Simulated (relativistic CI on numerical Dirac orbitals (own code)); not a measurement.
**Ru⁴⁺: M2,3 absorption edge**

Computed with this model: Dirac-Coulomb-Breit CI, separate exchange-only KLI orbitals for each configuration, a model potential for QED, valence Slater integrals scaled by 0.8, multiplet model of core-to-valence dipole absorption; configurations [Kr] 4d4 → [Ne] 3s2 3p5 3d10 4s2 4p6 4d5; 300 K; Lorentzian 2 eV and Gaussian 0.4 eV FWHM. Energies are those of the free ion, without screening or charge transfer. The branching ratio is the share of the lower-energy edge in the whole absorption, uncertain by about 0.02 where the edges overlap. S is read from ⟨S²⟩ = S(S + 1).

Field parameters in Wybourne normalisation: D4h B²₀ = −7Ds, B⁴₀ = 21(Dq − Dt), B⁴₄ = 21√(5/14) Dq. The field is a parameter set, without covalency.

free ion: ground-state S = 1.97, centroid 472.82 eV, branching ratio 0.842. Peaks (eV, height): 469.2 (100), 492.5 (21).

D4h, 10Dq = 18650, Ds = -1500, Dt = -350 cm⁻¹: ground-state S = 1.52, centroid 473.54 eV, branching ratio 0.816. Peaks (eV, height): 468.8 (100), 491.2 (21).

D4h, 10Dq = 18650, Ds = 3000, Dt = -350 cm⁻¹: ground-state S = 1.32, centroid 473.17 eV, branching ratio 0.832. Peaks (eV, height): 469.0 (100), 491.8 (21).

The statistical ratio of this edge is 2/3 = 0.667. Values above it arise where the holes sit mainly in the j = l + 1/2 valence subshell or the ground state has high spin; values below it where core-valence Coulomb terms move weight to the upper edge, as in nearly empty shells.

Strongest unbroadened transitions for D4h, 10Dq = 18650, Ds = 3000, Dt = -350 cm⁻¹:

```csv
Energy (eV),Relative strength
467.54,91.0
467.80,83.0
468.06,98.0
468.58,90.1
468.63,100.0
468.78,38.9
468.82,50.5
468.84,24.7
469.07,88.9
469.20,58.8
469.30,26.4
469.48,72.6
469.73,28.8
470.01,34.7
470.23,30.2
491.36,24.2
491.40,27.2
491.53,23.1
```
